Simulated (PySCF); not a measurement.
Compound: C₆H₈S.
SMILES: `C1CC1(CS)C#C`

The closed-shell SCF was solved with PySCF and density fitting under several settings on one GFN2-xTB geometry (grid level 2 and gas phase unless stated).

| settings | basis functions | SCF cycles | E (Eh) | HOMO (eV) | LUMO (eV) | dipole (D) |
| --- | --- | --- | --- | --- | --- | --- |
| PBE0/pcSseg-1 | 166 | 14 | -631.0692 | -6.77 | 0.73 | 2.16 |
| PBE0/def2-SVPD | 211 | 14 | -630.8419 | -6.82 | 0.35 | 2.13 |
| BP86/Sadlej pVTZ, level shift 0.1 Eh | 248 | 11 | -631.6142 | -5.66 | -0.66 | 2.08 |

Question: Estimate the rows for these settings: (1) X3LYP/aug-cc-pVDZ, fitting basis def2-qzvpp-jkfit; (2) HCTH407/pcSseg-1; (3) HCTH407/def2-SVPD, start guess atom.

Answer: 
```csv
settings,basis functions,SCF cycles,E (Eh),HOMO (eV),LUMO (eV),dipole (D)
"X3LYP/aug-cc-pVDZ, fitting basis def2-qzvpp-jkfit",237,10,-631.4152,-6.61,-0.36,2.08
HCTH407/pcSseg-1,166,14,-631.5375,-5.64,-0.34,2.08
"HCTH407/def2-SVPD, start guess atom",211,12,-631.3152,-5.76,-0.71,2.10
```

Question: Over all rows, what range does the HOMO–LUMO gap span?

Answer: From 5.00 eV (BP86/Sadlej pVTZ, level shift 0.1 Eh) to 7.50 eV (PBE0/pcSseg-1). The functional of the narrowest has no exact exchange, that of the widest 25 % exact exchange.

Question: Compare two rows with the functional HCTH407: HCTH407/pcSseg-1 and HCTH407/def2-SVPD, start guess atom. Which energy is lower, and by how much?

Answer: HCTH407/pcSseg-1 (166 functions) lies 0.2223 Eh or 139 kcal/mol below HCTH407/def2-SVPD, start guess atom (211 functions). The smaller set gives the lower energy; the two sets aren't nested, so the variational bound doesn't order them by size.

Cycle counts include a coarse-grid stage where the run had one.

Conformer computed: `[CH:1]#[C:2][C:3]1([CH2:4][SH:5])[CH2:6][CH2:7]1`: C2–C3–C4–S5 -64°, H–S5–C4–C3 -53°.

One conformer stands for the species.
